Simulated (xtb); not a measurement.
Cl₃Fe, sextet, at a GFN2-xTB geometry (such geometries of metal compounds can be far from the true shape); GFN2-xTB (xtb).

xtb was given this input:
```
$ xtb mol.xyz --gfn 2 --uhf 5 --opt --json

# file mol.xyz
4

Fe    -0.09061902    -0.36016981    -0.20402693
Cl     1.97242024    -0.04348847    -0.35061360
Cl    -0.67696321    -0.59021958     1.79126336
Cl    -1.15686324     1.18455599    -1.12860857
```

Output, abridged:

```
   ID    Z sym.   atoms
    1   26 Fe     1
    2   17 Cl     2-4

           -------------------------------------------------
          |                Calculation Setup                |
           -------------------------------------------------

           -------------------------------------------------
          |                 G F N 2 - x T B                 |
           -------------------------------------------------

          ...................................................
          :                      SETUP                      :
          :.................................................:
          :  # basis functions                  40          :
          :  # atomic orbitals                  36          :
          :  # shells                           12          :
          :  # electrons                        29          :
          :  max. iterations                   250          :
          :  Hamiltonian                  GFN2-xTB          :
          :  restarted?                      false          :
          :  GBSA solvation                  false          :
          :  PC potential                    false          :
          :  electronic temp.          300.0000000     K    :
          :  accuracy                    1.0000000          :
          :  -> integral cutoff          0.2500000E+02      :
          :  -> integral neglect         0.1000000E-07      :
          :  -> SCF convergence          0.1000000E-05 Eh   :
          :  -> wf. convergence          0.1000000E-03 e    :
          :  Broyden damping             0.4000000          :
          :  net charge                          0          :
          :  unpaired electrons                  5          :
          ...................................................

 iter      E             dE          RMSdq      gap      omega  full diag
   1    -16.8293960 -0.168294E+02  0.106E+01    7.87       0.0  T
   2    -16.8350662 -0.567018E-02  0.453E+00    7.63       1.0  T
   3    -16.8308268  0.423942E-02  0.265E+00    7.82       1.0  T
   4    -16.8358730 -0.504620E-02  0.123E+00    7.86       1.0  T
   5    -16.8371307 -0.125768E-02  0.257E-01    8.17       1.0  T
   6    -16.8371577 -0.270588E-04  0.150E-01    8.20       1.0  T
   7    -16.8371857 -0.279929E-04  0.529E-02    8.21       1.0  T
   8    -16.8371867 -0.994035E-06  0.216E-02    8.21       2.3  T
   9    -16.8371874 -0.720719E-06  0.615E-03    8.21       8.1  T
  10    -16.8371875 -0.241804E-07  0.312E-03    8.21      16.0  T
  11    -16.8371875  0.879311E-09  0.271E-03    8.21      18.5  T
  12    -16.8371875 -0.144316E-07  0.221E-04    8.21     225.8  T
  13    -16.8371875 -0.169571E-10  0.114E-04    8.21     437.2  T

   *** convergence criteria satisfied after 13 iterations ***

         :::::::::::::::::::::::::::::::::::::::::::::::::::::
         ::                     SUMMARY                     ::
         :::::::::::::::::::::::::::::::::::::::::::::::::::::
         :: total energy             -16.829179642091 Eh    ::
         :: gradient norm              0.000000690775 Eh/a0 ::
         :: HOMO-LUMO gap              8.210613755317 eV    ::
         ::.................................................::
         :: SCC energy               -16.837186486236 Eh    ::
         :: -> isotropic ES           -0.007082080107 Eh    ::
         :: -> anisotropic ES          0.000381593821 Eh    ::
         :: -> anisotropic XC          0.001517762338 Eh    ::
         :: -> dispersion             -0.002320135576 Eh    ::
         :: repulsion energy           0.008006844145 Eh    ::
         :: add. restraining           0.000000000000 Eh    ::
         :: total charge              -0.000000000171 e     ::
         :::::::::::::::::::::::::::::::::::::::::::::::::::::

      -----------------------------------------------------------
     |                   =====================                   |
[...]
 * total energy  :   -16.8291796 Eh     change       -0.2707523E-10 Eh
   *** GEOMETRY OPTIMIZATION CONVERGED AFTER 1 ITERATIONS ***
         :: total energy             -16.829179642118 Eh    ::
[...]
         5        2.0000           -0.4721494             -12.8478
         6        2.0000           -0.4721494             -12.8478
         7        2.0000           -0.4658891             -12.6775
         8        2.0000           -0.4641402             -12.6299
         9        2.0000           -0.4641402             -12.6299
        10        2.0000           -0.4593253             -12.4989
        11        2.0000           -0.4593253             -12.4989
        12        2.0000           -0.4453702             -12.1191
        13        1.0000           -0.4162301             -11.3262
        14        1.0000           -0.4087762             -11.1234
        15        1.0000           -0.4087762             -11.1234
        16        1.0000           -0.3716631             -10.1135
        17        1.0000           -0.3716631             -10.1135 (HOMO)
        18                         -0.0699285              -1.9029 (LUMO)
        19                          0.0076994               0.2095
        20                          0.0076994               0.2095
        21                          0.0091377               0.2487
        22                          0.0095139               0.2589
        23                          0.0095139               0.2589
        24                          0.0095886               0.2609
        25                          0.0096164               0.2617
        26                          0.0096164               0.2617
        27                          0.0098523               0.2681
        28                          0.0108378               0.2949
       ...                                ...                  ...
        36                          1.1290430              30.7228
      -------------------------------------------------------------
                  HL-Gap            0.3017346 Eh            8.2106 eV
             Fermi-level           -0.3257981 Eh           -8.8654 eV

     #   Z          covCN         q      C6AA      α(0)
     1  26 Fe       2.375     0.725     5.053     7.252
     2  17 Cl       0.793    -0.242   106.679    15.800
     3  17 Cl       0.793    -0.242   106.679    15.800
     4  17 Cl       0.793    -0.242   106.679    15.800

 Mol. C6AA /au·bohr⁶  :       1050.284273
 Mol. C8AA /au·bohr⁸  :      45849.874275
 Mol. α(0) /au        :         54.651413

Wiberg/Mayer (AO) data.
largest (>0.10) Wiberg bond orders for each atom

 ---------------------------------------------------------------------------
     #   Z sym  total        # sym  WBO       # sym  WBO       # sym  WBO
 ---------------------------------------------------------------------------
     1  26 Fe   3.545 --     2 Cl   1.182     4 Cl   1.182     3 Cl   1.182
     2  17 Cl   1.283 --     1 Fe   1.182
     3  17 Cl   1.283 --     1 Fe   1.182
     4  17 Cl   1.283 --     1 Fe   1.182
 ---------------------------------------------------------------------------

Topologies differ in total number of bonds
Writing topology from bond orders to xtbtopo.mol

molecular dipole:
                 x           y           z       tot (Debye)
 q only:       -0.187      -0.745      -0.422
   full:       -0.200      -0.794      -0.450       2.375
molecular quadrupole (traceless):
                xx          xy          yy          xz          yz          zz
 q only:       -2.365       1.495       3.199       0.847       3.365      -0.835
  q+dip:       -3.380       2.136       4.573       1.210       4.810      -1.193
   full:       -3.893       2.460       5.267       1.394       5.539      -1.374

optimized geometry written to: xtbopt.xyz

           -------------------------------------------------
          | TOTAL ENERGY              -16.829179642118 Eh   |
          | GRADIENT NORM               0.000000435259 Eh/α |
          | HOMO-LUMO GAP               8.210617508795 eV   |
           -------------------------------------------------

normal termination of xtb
```
